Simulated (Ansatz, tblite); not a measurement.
Forces on Mg₄O₇H₆ at its PBE0-D4/def2-SVP geometry. The state is a singlet with charge 0.

The xTB rows come from tblite. LC-ωPBE has ω = 0.4 bohr⁻¹. The structure holds one bond between oxygen atoms, so isomers without such links may lie far lower. The restricted singlet is unstable towards broken spin symmetry in Hartree–Fock (as tested in another run); at LC-ωPBE/def2-TZVP this wasn't settled. The structure comes from a short search, and lower isomers may exist.

GFN1-xTB (tblite), largest force 1.03 eV/Å:

```xyz
17
positions Å, forces eV/Å
Mg    0.509   -1.653   -1.329   -0.333    0.491    0.680
Mg    0.504    3.787    0.454    0.015    0.328    0.084
Mg    0.359    0.932   -0.252   -0.110   -0.036    0.163
Mg   -1.051   -2.477    0.823   -0.057    0.210    0.163
O    -0.930   -0.712   -0.227    0.586   -0.200    0.246
O     0.342   -0.982    0.591   -0.493    0.023   -0.449
O     1.209    0.009   -1.867   -0.255   -0.297    0.296
O    -0.614    2.605   -0.604    0.153    0.027    0.087
O    -2.024   -3.394    2.037    0.498    0.220   -0.705
O    -0.189   -3.325   -0.798   -0.005    0.405    0.143
O     1.486    2.150    0.802   -0.123    0.085   -0.098
H    -1.428    2.739   -1.089   -0.147   -0.101   -0.097
H    -0.227   -4.249   -1.045    0.074   -0.108   -0.151
H     2.232    1.943    1.365    0.107   -0.157    0.072
H     0.599    5.450    0.849   -0.055   -1.005   -0.241
H     1.731    0.418   -2.555    0.097   -0.070   -0.174
H    -2.507   -3.241    2.846    0.049    0.184   -0.017
```

GFN2-xTB (tblite), largest force 1.00 eV/Å:

```
Mg -0.387 0.509 0.770
Mg -0.017 -0.116 -0.010
Mg -0.085 0.038 0.135
Mg 0.060 0.391 0.036
O 0.582 -0.205 0.152
O -0.409 0.000 -0.486
O -0.273 -0.191 0.361
O 0.419 -0.008 0.281
O 0.384 0.178 -0.541
O 0.008 0.327 0.095
O -0.394 0.166 -0.263
H -0.011 -0.167 -0.025
H 0.042 0.108 -0.029
H -0.021 -0.162 -0.034
H -0.050 -0.966 -0.237
H -0.032 -0.121 0.011
H 0.186 0.220 -0.218
```

LC-ωPBE/def2-TZVP (Ansatz), largest force 0.65 eV/Å:

```
Mg -0.167 0.157 0.312
Mg -0.007 -0.095 -0.021
Mg -0.028 -0.124 0.001
Mg 0.118 0.125 -0.143
O 0.542 -0.165 0.329
O -0.538 0.064 -0.367
O 0.123 0.007 -0.190
O -0.185 0.063 -0.104
O -0.069 0.123 0.148
O 0.031 -0.199 -0.114
O 0.174 -0.014 0.137
H 0.176 -0.020 0.109
H 0.002 0.199 0.063
H -0.162 0.054 -0.119
H -0.002 -0.030 -0.007
H -0.106 -0.076 0.141
H 0.097 -0.068 -0.175
```
